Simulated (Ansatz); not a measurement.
`O[SiH](Cl)[SiH](Cl)Cl` + `[OH][InH][Br]` → `O[SiH2][SiH](Cl)Cl` + `[OH][In]([Cl])[Br]`  (redistribution)

Computed with Ansatz on PBE0-D4/def2-TZVP structures; ΔE is electronic, products minus reactants. CBS: MP2 limit from def2 TZ/QZ plus the TZ coupled-cluster correction, frozen cores. Functionals use def2-TZVPP. B3LYP here is the variant with VWN-RPA as its local correlation; programs differ in this. def2 core potentials past Kr. For Br, In outer-core shells are correlated without core-valence functions, which leaves a few kJ/mol of doubt a bond. Scalar relativity is left out up to krypton. Each species was taken in one conformer, which may not be the lowest.

```
             level  ΔE (kcal/mol)  difference from CCSD(T)/CBS
         r2SCAN-D4            1.3                          1.2
           PBE0-D4            1.2                          1.1
          B3LYP-D4            0.8                          0.7
            B2PLYP           -0.4                         -0.5
            r2SCAN            1.1                          1.0
    MP2/def2-TZVPP            0.6                          0.5
CCSD(T)/def2-TZVPP            0.0                         -0.1
    MP2/def2-QZVPP            0.6                          0.5
SCS-MP2/def2-QZVPP           -0.3                         -0.4
     MP2/CBS(def2)            0.7                          0.6
       CCSD(T)/CBS            0.1                            0
```

Largest T1 diagnostic among the species: 0.014.

The D4 term adds +1.5 kcal/mol with B3LYP and +0.8 kcal/mol with PBE0; it sums over pairs of atoms, weighted by their polarisabilities, and B3LYP, whose exchange is more repulsive, gets the larger term. In def2-TZVPP, CCSD(T) changes the Hartree–Fock value by +3.4 kcal/mol (the triples alone add +0.3 kcal/mol) and MP2 by +4.0 kcal/mol.
